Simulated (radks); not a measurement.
The numbers below are computed, except where a source is named.
Spherical jellium clusters: N electrons in a uniform positive sphere of charge N and radius rs N^(1/3), rs = 3.42 bohr. Level of theory: non-relativistic Kohn-Sham, LDA (Slater exchange, Perdew-Wang correlation), spin-polarised, spherical densities (a radial shooting solver with Libxc functionals). Levels are named by radial order and angular momentum (1s, 1p, 1d, 2s, ...), and open shells are averaged over m.

N = 27, configuration 1s2 1p6 1d10 2s2 1f(up 7, down 0). This is the lowest configuration that the search found. Occupied and some empty levels:

level    occupation  eigenvalue (eV)  <r> (bohr)
1s up             1          -6.4712       6.262
1s down           1          -6.2037       5.878
1p up             3          -5.5740       7.409
1p down           3          -5.1868       7.230
1d up             5          -4.4399       8.204
1d down           5          -3.9961       8.156
2s up             1          -3.8804       6.670
2s down           1          -3.6458       6.898
1f up             7          -3.1113       8.895
1f down           0          -2.6527       8.949
2p up             0          -2.3521       8.132
2p down           0          -2.1257       8.274
1g up             0          -1.6395       9.620
1g down           0          -1.2011       9.800
2d up             0         -0.97855       10.29
2d down           0         -0.76972       10.67

Energy (eV): total -48.0448, kinetic 63.696, external -2284.1, Hartree 1125.9, exchange-correlation -113.61, background 1160.1.

Electron density:

r (bohr)  n(r) (e/bohr^3)
0.330            0.008007
1.57             0.007136
2.82             0.005856
4.06             0.005281
5.31             0.005818
6.55             0.006669
7.79             0.006413
9.04             0.004477
10.3             0.002115
11.5            0.0007237
12.8            0.0002108
14.0           0.00005599
15.3           0.00001402
16.5            3.460e-06
